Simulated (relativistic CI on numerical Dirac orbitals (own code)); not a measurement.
Yb4+: 4d photoemission

Computed with this model: Dirac-Coulomb-Breit CI, orbitals from a KLI potential per configuration, model QED, valence Slater integrals scaled by 0.8, multiplet model of photoemission in the sudden approximation; configurations [Xe] 4f12 → [Kr] 4d9 4f12 5s2 5p6; 300 K; Lorentzian 1 eV and Gaussian 0.6 eV FWHM. Energies are those of the free ion, without screening or charge transfer. The energies are binding energies and can lie tens of eV above those of solids. S is read from ⟨S²⟩ = S(S + 1).

Computed curve for free ion, scaled to 100 at the maximum (points under 2 are left out and the grid is thinned):

Energy (eV), Intensity and a bar:
```
    238.0        2.1 
    239.0        3.0 
    239.8        4.4 #
    240.8        8.6 ##
    241.8       26.2 #######
    242.8       99.3 ##############################
    243.6       68.3 ####################
    244.6       32.2 #########
    245.6       36.7 ###########
    246.4       42.0 ############
    247.4       74.1 ######################
    248.4       32.1 #########
    249.4       27.6 ########
    250.2       37.1 ###########
    251.2       33.3 ##########
    252.2       45.6 #############
    253.0       30.3 #########
    254.0       28.7 ########
    255.0       19.9 ######
    256.0       31.4 #########
    256.8       56.1 #################
    257.8       57.5 #################
    258.8       28.7 ########
    259.8       17.1 #####
    260.6       25.2 #######
    261.6       44.0 #############
    262.6       34.2 ##########
    263.4       30.1 #########
    264.4       12.8 ###
    265.4       22.1 ######
    266.4       42.6 #############
    267.2       20.2 ######
    268.2        9.0 ##
    269.2        8.7 ##
    270.0        9.0 ##
    271.0       33.2 ##########
    272.0       29.7 #########
    273.0        7.3 ##
    273.8        4.0 #
    274.8        2.0
```

The ground state has S = 0.99, and the centroid lies at 254.31 eV.
